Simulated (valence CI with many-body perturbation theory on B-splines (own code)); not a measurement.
Values are calculated unless marked as measured or tabulated.
## Rb XVI: configurations and terms from energies and g

Method: configuration interaction combined with many-body perturbation theory (CI+MBPT): four valence electrons over a frozen Dirac-Fock core [Ar], a basis of 7 s, 7 p, 8 d, 6 f, 4 g, 1 h functions for each j, with the one-electron correlation potential Σ1 (screened to all orders), the two-electron term Σ2, the three-electron term Σ3, Breit, model QED; selected single and double excitations, second order for the rest, scaled by the run's own slope (own B-spline code, finite nucleus).

No measured spectrum was set against this ion. As an estimate, terms of the open shell hold to 2 to 4 % of their energy, and close levels can change places. The list stops below the first excitations out of the core. Only levels of the ground parity were solved; by the run's estimate the other parity begins above the list, which can be wrong where configurations are misplaced.

```tsv
No.	J	Parity	E (eV)	g
2	1	even	0.3858	1.498
3	2	even	0.9245	1.495
4	3	even	1.515	1.492
5	4	even	2.116	1.487
8	1	even	8.062	1.468
9	5	even	8.100	1.055
11	6	even	8.602	1.152
12	2	even	8.640	0.692
14	2	even	9.833	1.448
17	5	even	10.830	1.175
18	3	even	11.732	1.314
19	2	even	12.026	1.169
20	6	even	12.214	1.011
21	1	even	12.407	0.533
```

Energies count from the lowest level. Strongly mixed levels and levels close to another of their J and parity, and those with J = 0 are left out, so the numbers can have gaps.

Q: Give configuration and LS term of each level.

A: 2: 3d⁴ ⁵D; 3: 3d⁴ ⁵D; 4: 3d⁴ ⁵D; 5: 3d⁴ ⁵D; 8: 3d⁴ ³P; 9: 3d⁴ ³H; 11: 3d⁴ ³H; 12: 3d⁴ ³F; 14: 3d⁴ ³P; 17: 3d⁴ ³G; 18: 3d⁴ ³D; 19: 3d⁴ ³D; 20: 3d⁴ ¹I; 21: 3d⁴ ³D.
